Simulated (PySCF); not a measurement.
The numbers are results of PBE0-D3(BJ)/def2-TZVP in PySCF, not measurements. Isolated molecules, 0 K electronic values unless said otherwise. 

Reference species (SMILES): `[SiH3]C([SiH3])C` (neutral, multiplicity 1).

```yaml
HOMO: -8.30 eV
HOMO–LUMO gap: 8.60 eV
```

Changed species: `C[SiH](C)[SiH3]`.

**Question.** What does the change do to the HOMO and HOMO–LUMO gap?

**Answer.** the HOMO increases by 0.56 eV, to -7.74 eV; the HOMO–LUMO gap falls by 0.46 eV, to 8.14 eV.
